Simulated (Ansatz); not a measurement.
Computed with Ansatz on PBE0-D4/def2-TZVP structures; ΔE is electronic, products minus reactants. CBS: MP2 limit from def2 TZ/QZ plus the TZ coupled-cluster correction, frozen cores. Functionals use def2-TZVPP. One conformer a species, not always the lowest.

`OB[Si](F)([SiH3])Cl` + `BC(=C)O` → `O[Si](F)([SiH3])Cl` + `BC(=C)BO`  (redistribution)

```
             level  ΔE (kJ/mol)
         r2SCAN-D4       -205.8
           ωB97X-V       -207.0
            B2PLYP       -214.6
            r2SCAN       -205.9
     HF/def2-TZVPP       -231.9
   CCSD/def2-TZVPP       -219.1
CCSD(T)/def2-TZVPP       -215.9
     MP2/CBS(def2)       -230.8
```

What does CCSD(T)/CBS give? (Estimate.)

Ansatz gave: -217.9 kJ/mol. The listed levels differ from it by 12.1, 10.9, 3.3, 12.0, -14.0, -1.2, 2.0, -12.9 kJ/mol.

Largest T1 diagnostic among the species: 0.013.

From PBE to PBE0 (25 % exact exchange), in def2-TZVPP and without D4, ΔE moves by −14.6 kJ/mol. In def2-TZVPP, CCSD(T) changes the Hartree–Fock value by +16.0 kJ/mol (the triples alone add +3.2 kJ/mol) and MP2 by +3.1 kJ/mol.
